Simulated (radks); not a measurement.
Valence configurations of Tm3+ (all share [Xe]). Calculated with a radial shooting solver on a logarithmic mesh with Libxc functionals: non-relativistic Kohn-Sham, PBEsol, spin-polarised, spherical densities, point nucleus; open shells are filled with parallel spins first (spin-orbit coupling, left out, can overturn this in heavy ions); relativity is left out, which matters for an element this heavy. Energies are relative to 4f12; eigenvalues in eV for spin up.

valence,E (eV),moment (Bohr magnetons),e(4f),e(5d),e(6p),e(6s)
4f12,0.000,2,-41.496,-,-,-
4f11.5 6s0.5,9.738,3,-47.652,-,-,-23.958
4f11.5 6p0.5,12.190,3,-48.150,-,-19.345,-
4f11 5d1,16.497,4,-50.173,-28.259,-,-
4f11 6s1,21.556,4,-54.076,-,-,-25.526
4f11 6p1,26.685,4,-55.047,-,-20.898,-
4f10 5d2,38.481,6,-59.445,-30.529,-,-
4f10 6s2,53.380,4,-67.730,-,-,-27.443
4f10 6p2,63.404,6,-69.494,-,-23.442,-
4f9 6s1 6p2,105.34,8,-83.896,-,-25.268,-31.387

NIST lists [Xe] 4f12 as the ground configuration; this level of theory agrees among the configurations tried. The energies are those of spherical high-spin densities, not of single terms. Relativity is left out, which favours d and f over s occupation in heavy atoms.
